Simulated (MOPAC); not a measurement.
MOPAC input (PM7):

```
PM7 FORCE THERMO(298,298) PRECISE LET UHF MS=0.5 GEO-OK AUX(PRECISION=9) THREADS=1
CH2NO

N    -1.05398591 1    0.32929025 1    0.41359334 1
C     0.27288911 1    0.33026905 1   -0.00422623 1
O     0.83149410 1   -0.67897011 1   -0.36676188 1
H    -1.81314296 1    0.23685731 1   -0.22168417 1
H     0.79254655 1    1.29679458 1    0.13976532 1
```

From the output:

```
     H    5   0.816054   3.062956   0.891226   0.083324   3.987006

          HEAT OF FORMATION =       7.498506 KCALS/MOLE

          ZERO POINT ENERGY      17.851 KCAL/MOL

           NORMAL COORDINATE ANALYSIS (Total motion = 1 Angstrom)

   Root No.       1         2         3         4         5         6         7         8

                 1 A       2 A       3 A       4 A       5 A       6 A       7 A       8 A

                 344.8     556.9     831.2    1044.4    1228.2    1283.6    1790.3    2629.3

           1    0.0240   -0.0900   -0.0479    0.0723   -0.0310   -0.1510   -0.0172    0.0042
           2   -0.0126   -0.1577   -0.0019    0.0080    0.0220    0.0082   -0.0002   -0.0027
           3    0.0201    0.0210   -0.0236    0.0530    0.0200    0.0311    0.0064    0.0019
           4    0.0328   -0.0771    0.0185   -0.0347   -0.0191    0.1794    0.2396    0.0194
           5   -0.0532    0.1421   -0.0007    0.0115   -0.0144   -0.0682    0.3173   -0.0607
           6   -0.0431   -0.0356   -0.0575   -0.1106   -0.0235   -0.0333   -0.0025   -0.0059
           7   -0.0572    0.1479    0.0011   -0.0124    0.0114    0.0271   -0.1569    0.0031
           8    0.0089    0.0039    0.0031   -0.0058   -0.0256    0.0572   -0.2516   -0.0002
           9    0.0288    0.0162    0.0207    0.0248    0.0010    0.0034   -0.0003   -0.0005
          10    0.1117   -0.0766    0.3635   -0.2719   -0.1667   -0.3659   -0.0546    0.0365
          11    0.6782    0.3353    0.0092   -0.0587   -0.0270   -0.0542    0.0158   -0.0170
          12   -0.1168   -0.1044    0.2907   -0.2033   -0.0712   -0.1369   -0.0492   -0.0390
          13    0.0721   -0.1006    0.0642   -0.1213    0.6440   -0.1030   -0.0714   -0.3757
          14   -0.0112    0.1002   -0.0243   -0.0976    0.2988   -0.1561    0.1999    0.7809
          15   -0.1058   -0.0194    0.3938    0.3907    0.0576    0.0475   -0.0055    0.0912

   Root No.       9

                 9 A

                2778.0

           1    0.0370
           2   -0.0130
           3   -0.0456
           4    0.0044
           5   -0.0038
           6   -0.0038
           7   -0.0008
           8   -0.0008
           9   -0.0002
          10   -0.5285
          11    0.1953
          12    0.6779
          13   -0.0249
          14    0.0434
          15    0.0046

           MASS-WEIGHTED COORDINATE ANALYSIS (NORMAL COORDINATES)

   Root No.       1         2         3         4         5         6         7         8

                 1 A       2 A       3 A       4 A       5 A       6 A       7 A       8 A

                 344.8     556.9     831.2    1044.4    1228.2    1283.6    1790.3    2629.3

           1    0.1107   -0.2953   -0.2614    0.3529   -0.1501   -0.5520   -0.0351    0.0174
           2   -0.0580   -0.5172   -0.0103    0.0390    0.1068    0.0299   -0.0005   -0.0110
           3    0.0928    0.0689   -0.1286    0.2590    0.0966    0.1137    0.0131    0.0078
           4    0.1399   -0.2341    0.0933   -0.1570   -0.0857    0.6072    0.4530    0.0743
           5   -0.2271    0.4316   -0.0036    0.0521   -0.0647   -0.2307    0.5998   -0.2327
           6   -0.1843   -0.1082   -0.2907   -0.5003   -0.1053   -0.1127   -0.0046   -0.0228
           7   -0.2818    0.5182    0.0066   -0.0649    0.0591    0.1058   -0.3423    0.0139
           8    0.0439    0.0138    0.0183   -0.0302   -0.1324    0.2237   -0.5489   -0.0008
           9    0.1420    0.0566    0.1207    0.1296    0.0052    0.0132   -0.0007   -0.0021
          10    0.1381   -0.0674    0.5322   -0.3562   -0.2166   -0.3588   -0.0299    0.0405
          11    0.8390    0.2949    0.0135   -0.0768   -0.0351   -0.0531    0.0086   -0.0189
          12   -0.1445   -0.0918    0.4255   -0.2664   -0.0925   -0.1342   -0.0269   -0.0433
          13    0.0892   -0.0885    0.0940   -0.1589    0.8367   -0.1010   -0.0391   -0.4170
          14   -0.0139    0.0881   -0.0355   -0.1279    0.3882   -0.1531    0.1094    0.8667
          15   -0.1309   -0.0170    0.5765    0.5118    0.0748    0.0465   -0.0030    0.1012

   Root No.       9

                 9 A

                2778.0

           1    0.1515
           2   -0.0532
           3   -0.1866
           4    0.0166
           5   -0.0142
           6   -0.0145
           7   -0.0037
           8   -0.0036
           9   -0.0008
          10   -0.5800
          11    0.2143
          12    0.7439
          13   -0.0274
          14    0.0476
          15    0.0050

          DESCRIPTION OF VIBRATIONS

 VIBRATION          1    1A          ATOM PAIR     ENERGY CONTRIBUTION    RADIAL
 FREQUENCY           344.79         N 1 -- H 4         +31.8% (101.7%)      0.0%
 TRANSITION DIPOLE   0.9406         C 2 -- O 3         +25.7% ( 91.4%)      0.0%
 TRAVEL (Ang.)       0.4757         N 1 -- C 2         +24.2% ( 88.7%)      0.8%
 REDUCED MASS        0.8641         C 2 -- H 5         +18.3% ( 77.2%)     94.9%
 EFFECTIVE MASS      7.6807
 FORCE CONSTANT      0.0605

 VIBRATION          2    2A          ATOM PAIR     ENERGY CONTRIBUTION    RADIAL
 FREQUENCY           556.90         N 1 -- C 2         +35.2% (101.4%)      0.4%
 TRANSITION DIPOLE   1.9209         C 2 -- O 3         +26.1% ( 87.3%)      0.3%
 TRAVEL (Ang.)       0.1792         C 2 -- H 5         +24.1% ( 84.0%)     88.2%
 REDUCED MASS        3.7704         N 1 -- H 4         +14.6% ( 65.4%)      0.5%
 EFFECTIVE MASS     14.1358
 FORCE CONSTANT      0.6890

 VIBRATION          3    3A          ATOM PAIR     ENERGY CONTRIBUTION    RADIAL
 FREQUENCY           831.17         N 1 -- H 4         +46.1% ( 81.6%)      0.1%
 TRANSITION DIPOLE   1.1240         C 2 -- H 5         +37.1% ( 73.2%)      0.6%
 TRAVEL (Ang.)       0.3859         N 1 -- C 2         +11.6% ( 41.0%)     82.7%
 REDUCED MASS        0.5447         C 2 -- O 3          +5.2% ( 27.5%)      0.4%
 EFFECTIVE MASS      3.2340
 FORCE CONSTANT      0.2217

 VIBRATION          4    4A          ATOM PAIR     ENERGY CONTRIBUTION    RADIAL
 FREQUENCY          1044.39         C 2 -- H 5         +39.7% ( 68.3%)      0.2%
 TRANSITION DIPOLE   0.9894         N 1 -- C 2         +25.7% ( 55.0%)     31.1%
 TRAVEL (Ang.)       0.2014         N 1 -- H 4         +24.4% ( 53.5%)      0.7%
 REDUCED MASS        1.5912         C 2 -- O 3         +10.1% ( 34.5%)      0.1%
 EFFECTIVE MASS      5.8067
 FORCE CONSTANT      1.0226

 VIBRATION          5    5A          ATOM PAIR     ENERGY CONTRIBUTION    RADIAL
 FREQUENCY          1228.18         C 2 -- H 5         +88.6% ( 90.9%)      0.3%
 TRANSITION DIPOLE   0.3691         N 1 -- H 4          +6.7% ( 25.0%)     37.9%
 TRAVEL (Ang.)       0.2650         N 1 -- C 2          +3.6% ( 18.3%)      5.6%
 REDUCED MASS        0.7818         C 2 -- O 3          +1.1% (  9.9%)      1.0%
 EFFECTIVE MASS      1.6562
 FORCE CONSTANT      0.6948

 VIBRATION          6    6A          ATOM PAIR     ENERGY CONTRIBUTION    RADIAL
 FREQUENCY          1283.55         N 1 -- C 2         +46.2% ( 86.5%)     91.9%
 TRANSITION DIPOLE   1.0424         C 2 -- O 3         +19.0% ( 55.5%)      3.0%
 TRAVEL (Ang.)       0.1180         C 2 -- H 5         +18.2% ( 54.4%)     26.8%
 REDUCED MASS        3.7746         N 1 -- H 4         +16.6% ( 51.9%)     99.4%
 EFFECTIVE MASS     10.7569
 FORCE CONSTANT      3.6640

 VIBRATION          7    7A          ATOM PAIR     ENERGY CONTRIBUTION    RADIAL
 FREQUENCY          1790.33         C 2 -- O 3         +58.2% ( 99.7%)     99.8%
```
